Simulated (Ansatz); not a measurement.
A structure relaxed at r2SCAN-D4/def2-SVP in Ansatz, charge 0, singlet:

```tsv
atom	x (Å)	y (Å)	z (Å)
Nb1	1.345	-1.308	0.972
Nb2	1.147	1.143	0.062
Nb3	-0.885	0.499	1.390
Nb4	-0.936	1.177	-1.399
N5	1.274	-0.818	-0.891
N6	-2.118	0.749	-0.024
N7	0.550	-0.071	-1.672
N8	-0.377	-1.372	1.561
```

(1) Give its formula.

(2) Summarise the bond lengths by kind (pairs closer than 1.2 times the sum of covalent radii, bridged metal pairs left out).

Results:

(1) the cluster Nb4N4 (the lowest singlet isomer of a short search).

(2) 8 × N–Nb 1.82 to 2.20 Å; 1 × Nb–Nb 2.51 Å; 1 × N–N 1.30 Å.

In the def2 sets Nb takes a core potential; there is no spin–orbit coupling. The restricted singlet is unstable towards broken spin symmetry at other levels; at r2SCAN-D4/def2-SVP this wasn't settled. At r2SCAN-D4/def2-SVP a triplet of charge 0 lies 0.58 eV below the restricted singlet, each at its own geometry. The structure comes from a short search, and lower isomers may exist.
